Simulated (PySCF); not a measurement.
# Electric field gradients and quadrupole coupling constants

Species: C₅H₅F₂NO₂.
Structure used (GFN2-xTB), in Å, numbered top down from 1:
```
atom  x, y, z in Å
N1    -2.8116   -1.9399   -1.0139
C2    -2.3252   -0.9074   -1.0463
C3    -1.7144    0.3998   -1.0842
C4    -0.3321    0.4183   -0.4572
O5     0.5923   -0.5761   -0.8541
C6     0.1405   -0.6384    0.4455
O7     1.0266   -0.4004    1.4936
C8     2.1732    0.2656    1.2029
F9     3.0681   -0.0058    2.1537
F10    1.9819    1.6133    1.2408
H11   -1.6420    0.7154   -2.1299
H12   -2.3574    1.1036   -0.5481
H13    0.0972    1.4115   -0.3551
H14   -0.5006   -1.4707    0.7164
H15    2.5991    0.0191    0.2141
```

Field gradients from the PBE0/pcSseg-1 density (PySCF, non-relativistic), principal values in atomic units, ordered |Vxx| ≤ |Vyy| ≤ |Vzz|:

```
atom      Vxx      Vyy      Vzz
  N1   0.4573   0.5322  -0.9894
  O5   0.8989   1.0881  -1.9870
  O7  -0.1726  -1.7246   1.8973
```

Q: Find the asymmetry η = (Vxx − Vyy)/Vzz and the couplings χ = eQV/h (234.96 MHz × Q in barn × V in au), with Q(14N) = 0.02044 b, Q(17O) = −0.0256 b.

A: 
```tsv
atom	environment	nucleus	η	χzz (MHz)	χxx (MHz)	χyy (MHz)
N1	nitrile nitrogen	14N	0.08	-4.752	2.196	2.556
O5	epoxide oxygen	17O	0.10	11.95	-5.41	-6.55
O7	ether oxygen	17O	0.82	-11.41	1.04	10.37
```

Q: What is Vzz at O5 in SI units (1 au = 9.71736 × 10²¹ V/m²)?

A: -1.9870 au = -19.309 × 10²¹ V/m².

Q: And the gradient at the other heavy atoms, for which no coupling is worked out here?

A: 
```json
{"atom": "C2", "environment": "nitrile carbon", "Vzz (au)": "-0.380", "η": "0.03"}
{"atom": "C3", "environment": "sp3 carbon next to a nitrile", "Vzz (au)": "0.171", "η": "0.40"}
{"atom": "C4", "environment": "sp3 carbon bound to oxygen", "Vzz (au)": "0.381", "η": "0.24"}
{"atom": "C6", "environment": "sp3 carbon bearing two oxygens", "Vzz (au)": "0.400", "η": "0.65"}
{"atom": "C8", "environment": "CHF2 carbon", "Vzz (au)": "-0.449", "η": "0.40"}
{"atom": "F9", "environment": "fluorine of a CF2 group", "Vzz (au)": "2.970", "η": "0.05"}
{"atom": "F10", "environment": "fluorine of a CF2 group", "Vzz (au)": "2.818", "η": "0.09"}
```

Q: What couplings would deuterons (Q(2H) = 0.00286 b) have in place of the hydrogens, at this geometry?

A: 
| atom | bonded to | bond length (Å) | Vzz (au) | η | χzz (kHz) |
| --- | --- | --- | --- | --- | --- |
| H11 | C3 | 1.095 | 0.2921 | 0.04 | 196 |
| H12 | C3 | 1.094 | 0.2941 | 0.04 | 198 |
| H13 | C4 | 1.087 | 0.2990 | 0.10 | 201 |
| H14 | C6 | 1.085 | 0.2975 | 0.09 | 200 |
| H15 | C8 | 1.105 | 0.2519 | 0.00 | 169 |

Geometry: GFN2-xTB, one conformer, isolated molecule. GFN2-xTB bond lengths can be off by several hundredths of an ångström, more for odd bonds, and the gradients follow them. These gradients aren't converged with respect to the basis.
